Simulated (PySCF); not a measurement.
Correlation energy of Ti⁴⁺ (titanium, charge +4)

Starting occupation: [Ar]. All numbers are calculated (PySCF 2.14, X2C-1e with screened-nucleus spin-orbit coupling, Gaussian nucleus, in an uncontracted even-tempered set (21 s from 0.033 bohr⁻², ratio 2.6; 15 p from 0.043 bohr⁻², ratio 2.6; 7 d from 0.044 bohr⁻², ratio 2.8; 3 f from 3.5 bohr⁻², ratio 2.8)). Frozen: [Ne]; 8 electrons correlated; the 66 highest virtual spinors left out.

MP2 pair energies summed by pair of shells (mhartree):

```tsv
pair	energy	share (%)
3p3/2-3p3/2	-83.92	35.3
3p1/2-3p3/2	-81.74	34.4
3p3/2-3s1/2	-27.09	11.4
3p1/2-3p1/2	-21.58	9.1
3p1/2-3s1/2	-13.63	5.7
3s1/2-3s1/2	-9.74	4.1
```

Total MP2 correlation energy: -237.70 mhartree.

The virtual space was cut to 50 spinors, which keep -221.88 of the -237.70 mhartree of MP2 correlation.

```
  level  correlation energy (mhartree)
   CCSD                        -242.38
    (T)                          -3.76
CCSD(T)                        -246.14
```

Diagnostics: T1 = 0.0017, largest double amplitude 0.050.

Cost of the coupled-cluster step: of the order of 12 core-seconds, for 8 occupied and 50 virtual spinors.

Iterations:

```
Init t2, MP2 energy = -0.22188158713914
CCSD nocc = 8, nmo = 58
Init t2, MP2 energy = -0.22188158713914
Init E_corr(GCCSD) = -0.22188158713914
cycle = 1  E_corr(GCCSD) = -0.239352440931877  dE = -0.0174708538  norm(t1,t2) = 0.0210154
cycle = 2  E_corr(GCCSD) = -0.241766253314545  dE = -0.00241381238  norm(t1,t2) = 0.00487795
cycle = 3  E_corr(GCCSD) = -0.242410835847297  dE = -0.000644582533  norm(t1,t2) = 0.00156267
cycle = 4  E_corr(GCCSD) = -0.242378949952764  dE = 3.18858945e-05  norm(t1,t2) = 0.000113472
cycle = 5  E_corr(GCCSD) = -0.242378203854976  dE = 7.46097788e-07  norm(t1,t2) = 5.21549e-06
cycle = 6  E_corr(GCCSD) = -0.24237828416962  dE = -8.0314644e-08  norm(t1,t2) = 5.41309e-07
cycle = 7  E_corr(GCCSD) = -0.242378286958529  dE = -2.7889086e-09  norm(t1,t2) = 9.76724e-08
GCCSD converged
E(GCCSD) = -849.7827229457728  E_corr = -0.2423782869585288
```

The coupled-cluster values are those of the cut space; adding the MP2 remainder, -15.82 mhartree, estimates the full space.
